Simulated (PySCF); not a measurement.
Species: iodo(trimethyl)germane, C$_{3}$H$_{9}$GeI, net charge 0, singlet state. SMILES: [I][Ge]([CH3])([CH3])[CH3]
Geometry: optimised at B3LYP-D3(BJ)/def2-TZVP (Ansatz).

Dispersion corrections to the total energy (kcal/mol) from the dftd3 and dftd4 libraries through PySCF: D3(BJ) without and D4 with the three-body term, each with the damping fitted for the functional named.

```tsv
functional	D3(BJ)	D4
r2SCAN	-2.52	-2.05
B3LYP	-14.80	?
B2GP-PLYP	-7.86	-3.56
LC-wPBE	-8.63	?
PBE0	-7.53	-6.94
PBE	-8.12	?
PW6B95	-5.29	-5.94
```

Q: What belongs in the gaps?

A: 
- B3LYP, D4: -12.85
- LC-wPBE, D4: -8.98
- PBE, D4: -7.98
